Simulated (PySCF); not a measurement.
Species: C8H6FN.
SMILES with atom numbers: `[F:1][c:2]1[cH:3][cH:4][c:5]2[cH:6][cH:7][cH:8][cH:9][n:10]12`

Structure used (GFN2-xTB), in Å, numbered top down from 1:
```xyz
16
C8H6FN angstrom
F      1.7456    2.4661    0.0732
C      1.5299    1.1445   -0.0284
C      2.4256    0.1184   -0.2001
C      1.6783   -1.0649   -0.2433
C      0.3425   -0.7272   -0.0958
C     -0.8575   -1.4605   -0.0600
C     -2.0451   -0.8118    0.1006
C     -2.0705    0.5992    0.2331
C     -0.9187    1.3124    0.2001
N      0.2694    0.6645    0.0379
H      3.4882    0.2199   -0.2842
H      2.0652   -2.0555   -0.3675
H     -0.8045   -2.5327   -0.1627
H     -2.9737   -1.3593    0.1289
H     -3.0111    1.1094    0.3606
H     -0.8711    2.3864    0.2960
```

NICS = −σ at a ghost point: NICS(0) at the centroid of the ring atoms, NICS(1) 1 Å to either side along the normal of their mean plane, zz for the tensor component along that normal. Level: GIAO PBE0/pcSseg-1 (PySCF, non-relativistic, gas phase) on the GFN2-xTB geometry, one conformer.

Rings: 1. C2–C3–C4–C5–N10; 2. C5–C6–C7–C8–C9–N10.

```
set  NICS(0)  NICS(1), two faces  NICS(1)zz, two faces
  P     -6.1         -7.7 / -7.7         -18.0 / -18.0
  Q    -19.3       -14.6 / -14.6         -38.3 / -38.4
```

Which set (ppm) belongs to which ring?

P = 2, Q = 1.
- 1 (5-membered ring with N; formal bonds all aromatic): mean NICS(1)zz -38.4 ppm, shielded, aromatic by this magnetic criterion (flat ring, no four-coordinate atom), though in fused rings the probe also feels the neighbouring ring.
- 2 (6-membered ring with N; formal bonds all aromatic): mean NICS(1)zz -18.0 ppm, shielded.

How do the rings differ in shape?

```csv
ring,bond lengths (Å),rms pucker (Å),HOMA,nearest outside atom to a NICS(1) probe (Å)
1,"1.373, 1.400, 1.386, 1.400, 1.350",0.00,0.89,hydrogen 2.46
2,"1.407, 1.363, 1.417, 1.355, 1.363, 1.400",0.00,0.79,hydrogen 2.65
```

HOMA = 1 − mean of α(R − Ropt)² over the ring bonds, with Krygowski's 1993 parameters (CC: Ropt 1.388 Å, α 257.7 Å⁻²; CN: Ropt 1.334 Å, α 93.52 Å⁻²).
